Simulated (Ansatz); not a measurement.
A made-up structure of ZnBH₂Cl, closed shell:

```json
{"atom": "B1", "x (Å)": "-0.6602", "y (Å)": "0.5739", "z (Å)": "-0.4697"}
{"atom": "Zn2", "x (Å)": "0.7028", "y (Å)": "-0.6106", "z (Å)": "0.5001"}
{"atom": "Cl3", "x (Å)": "2.1104", "y (Å)": "-1.8344", "z (Å)": "1.5014"}
{"atom": "H4", "x (Å)": "0.1475", "y (Å)": "-0.7593", "z (Å)": "1.9180"}
{"atom": "H5", "x (Å)": "-0.5791", "y (Å)": "1.7668", "z (Å)": "-0.4500"}
```

It is relaxed with PBE-D4/def2-SVP and then PBE0-D4/def2-TZVP (Ansatz 0.2.0). Atoms count as bonded within 1.22 times the sum of their covalent radii (H–H: 0.88 Å). The end point is not checked to be a true minimum.

**Question.** Does its bonding change? (A judgement: the text doesn't fix the answer.)

**Answer.** By the calculation: Yes. Formed: B1–H4; broken: Zn2–H4.

Where it ends: The first stage lowers the energy by 4.26 eV in 17 steps. It ends as ZnBH₂Cl ([BH2][Zn][Cl]):
```
5
angstrom
B -0.3798 0.5016 0.5182
Zn 1.1153 -0.8904 0.6861
Cl 2.6586 -2.3287 0.8609
H -1.1384 0.7164 1.4172
H -0.5343 1.1375 -0.4826
```

Labels in which every atom is bracketed show which atoms are joined, not bond orders.

For scale, one of the runs: PBE0-D4/def2-TZVP relaxation, 128 basis functions, launched by `ansatz run in.yaml --threads 2 --pin off --events-out ev --progress --plain --max-ram 4352MiB`. Hardware: 2 CPU threads of an Intel Xeon Platinum 8259CL, shared host. Wall time about 22 s.
